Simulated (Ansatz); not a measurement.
Sn3H4. The state is a singlet with charge 0. Geometry PBE-D4/def2-SVP, basis def2-TZVP, Ansatz.

```xyz
7

Sn    0.698    0.538    1.526
Sn   -1.572   -1.342   -0.188
Sn    0.991   -1.115   -1.440
H    -0.761   -0.107   -1.570
H     0.136    1.990    0.624
H    -1.188   -0.112    1.230
H     1.696    0.147   -0.182
```

```json
{"run": "A", "HOMO (eV)": "-4.95", "LUMO (eV)": "-2.86"}
{"run": "B", "HOMO (eV)": "-4.75", "LUMO (eV)": "-2.92"}
{"run": "C", "HOMO (eV)": "-5.13", "LUMO (eV)": "-2.64"}
{"run": "D", "HOMO (eV)": "-4.94", "LUMO (eV)": "-3.19"}
{"run": "E", "HOMO (eV)": "-5.50", "LUMO (eV)": "-2.28"}
```

In the def2 sets Sn takes a core potential; there is no spin–orbit coupling. HSE06 is defined as in plane-wave codes, on full-range PBE exchange. Another isomer (singlet) lies 0.38 eV lower at PBE0-D4/def2-TZVP; other spin states weren't run for this one.

Task: The runs used HSE06, LDA (SPW92), PBE, PBE0, r2SCAN. Estimate which is which.

Result: A r2SCAN (0 % exact exchange); B PBE (0 % exact exchange); C HSE06 (range-separated); D LDA (SPW92) (0 % exact exchange); E PBE0 (25 % exact exchange). Exact exchange lowers occupied and raises empty levels; among semilocal functionals meta-GGAs tend to open the gap a little, and such runs are hard to tell apart. The gap grows from 1.75 eV (LDA (SPW92)) to 3.21 eV (PBE0).
